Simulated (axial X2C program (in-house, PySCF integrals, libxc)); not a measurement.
## CaH⁺: nuclear properties from DFT to coupled cluster

Computed with an axial X2C code built on PySCF integrals: two-component X2C with atomic mean-field Coulomb and Gaunt terms, Gaussian nuclei, basis Ca dyall-acv3z, H dyall-av3z with contracted cores.

R = 1.876 Å (near the PBE0 minimum at charge 1 of the determinant lowest at the starting distance; the state shown can have its own minimum elsewhere); state Ω = 0 (closed shell).

```json
{"level": "PBE0", "qzz Ca (a.u.)": "-0.59", "qzz H (a.u.)": "0.05"}
{"level": "HF", "qzz Ca (a.u.)": "-0.63", "qzz H (a.u.)": "0.06"}
{"level": "B3LYP", "qzz Ca (a.u.)": "-0.60", "qzz H (a.u.)": "0.05"}
```

qzz is the electric field gradient, eQq0 = 234.96 MHz × Q/barn × qzz. The operators were transformed with the bare-nucleus X2C matrices; with these basis sets, hyperfine constants and field gradients can be off by tens of per cent, and where levels differ in sign neither size nor sign is settled.

Finite-field MP2, CCSD and CCSD(T), with 10 electrons correlated in 100 natural virtual spinors (MP2 remainder added):

```tsv
level	qzz Ca (a.u.)	qzz H (a.u.)
MP2	-0.59	0.06
CCSD	-0.58	0.06
CCSD(T)	-0.57	0.06
```

T1 = 0.011 (Lee–Taylor). One unrestricted determinant, the lowest of a limited PBE0 search, is the reference; the functionals treat spin collinearly. Correlation of the inner shells is missing, which matters for properties at the nucleus. Number of frozen shells: Ca 2 s, 1 p; H none.

(1) By how much does correlation change each value, CCSD(T) against HF?

## Answers

(1) qzz Ca -10 %; qzz H 0 %.
